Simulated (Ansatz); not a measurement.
Input file for Ansatz (an electronic-structure program): R-r2SCANh/def2-TZVPP on C4O4W (SMILES [O+]#[C-]->[W](<-[C-]#[O+])(<-[C-]#[O+])<-[C-]#[O+]), 2S+1 = 1, a spin state set in the input, which need not be the lowest. Elements past Kr take the def2 small-core potentials; no spin–orbit coupling.

Ansatz 0.2 input:
```yaml
crystal:
  periodic: [false, false, false]
  atoms:
    - {symbol: W, position_ang: [-0.83719917, -0.00371114, -0.12968767]}
    - {symbol: O, position_ang: [1.59373769, 1.33217992, -1.49770070]}
    - {symbol: C, position_ang: [0.68356086, 0.83564581, -0.98992516]}
    - {symbol: O, position_ang: [1.14521631, -1.39977383, 1.79036863]}
    - {symbol: C, position_ang: [0.40177262, -0.88068173, 1.07578127]}
    - {symbol: O, position_ang: [-0.51510544, -2.47585917, -2.14022091]}
    - {symbol: C, position_ang: [-0.67035500, -1.59386199, -1.42829846]}
    - {symbol: O, position_ang: [-0.95405594, 2.46620435, 1.90583210]}
    - {symbol: C, position_ang: [-0.95281346, 1.58597916, 1.17504282]}
basis:
  gaussian:
    orbitals: def2-TZVPP
hamiltonian:
  xc: {name: r2SCANh}
```

Program output:

```
WARN ansatz: RAYON_NUM_THREADS=4 ignored (pool sized by the plan → 4); use --threads N
Functional definition: r2SCANh
integrals: 0.31 GiB planned
1659 factors; their error is unknown
mean field: 2.54 GiB planned
mean field evaluation 1: about -14152.0488 eV, gradient 7.4e1 eV
mean field evaluation 2: about -14096.1509 eV, gradient 1.8e2 eV
mean field evaluation 4: about -14160.4138 eV, gradient 2.3e1 eV
mean field evaluation 8: about -14161.4900 eV, gradient 3.4e-1 eV
mean field evaluation 16: about -14161.5173 eV, gradient 3.9e-4 eV
mean field -14161.51734912 eV, -520.4261635589 hartree, gradient 2.9e-5 eV, S^2 0.000000; 0 other end points of the search recorded, 0 dependent functions left out
reference -14161.51735833 eV, -520.4261638975 hartree; 35, 35 occupied and 269, 269 virtual orbitals, 1659 factors
Total energy: -14161.51735833 eV, -520.4261638975 hartree
```

Self-consistency was reached.

Cost: very roughly 18 core-seconds.
